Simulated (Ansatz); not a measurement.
Reaction (formal hydrolysis of a B–Br bond): `COB(C)Br` + H₂O → `COB(C)O` + HBr

Program: Ansatz. Geometries: PBE0-D4/def2-TZVP. ΔE: electronic, gas phase. CCSD(T)/CBS is the MP2 limit (def2-TZVPP, def2-QZVPP) plus CCSD(T) − MP2 in def2-TZVPP, frozen cores. This one scheme is used for every species. Functionals use def2-TZVPP. For Br outer-core shells are correlated without core-valence functions, which leaves a few kJ/mol of doubt a bond. Scalar relativity is left out up to krypton. One conformer a species, not always the lowest.

```json
{"level": "PBE0-D4", "ΔE (kcal/mol)": "-9.2"}
{"level": "r2SCAN0-D4", "ΔE (kcal/mol)": "-10.2"}
{"level": "PBE", "ΔE (kcal/mol)": "-9.4"}
{"level": "r2SCAN", "ΔE (kcal/mol)": "-10.3"}
{"level": "CAM-B3LYP", "ΔE (kcal/mol)": "-12.9"}
{"level": "HF/def2-SVP", "ΔE (kcal/mol)": "-16.6"}
{"level": "MP2/def2-SVP", "ΔE (kcal/mol)": "-14.1"}
{"level": "SCS-MP2/def2-TZVPP", "ΔE (kcal/mol)": "-9.5"}
```

Problem. What does CCSD(T)/CBS give? (An estimate is asked.)

Solution. The calculation gave: -8.4 kcal/mol. The listed levels differ from it by -0.8, -1.8, -1.0, -1.9, -4.5, -8.2, -5.7, -1.1 kcal/mol.

Largest T1 diagnostic among the species: 0.012.

At CCSD(T), def2-SVP lies −7.1 kcal/mol from the extrapolated value and def2-TZVPP −1.7 kcal/mol. From BLYP to BHLYP (50 % exact exchange), in def2-TZVPP and without D4, ΔE moves by −1.0 kcal/mol. The D4 term adds +1.1 kcal/mol with B3LYP and +0.6 kcal/mol with PBE0; it sums over pairs of atoms, weighted by their polarisabilities, and B3LYP, whose exchange is more repulsive, gets the larger term.

B3LYP here is the variant with VWN-RPA as its local correlation; programs differ in this.
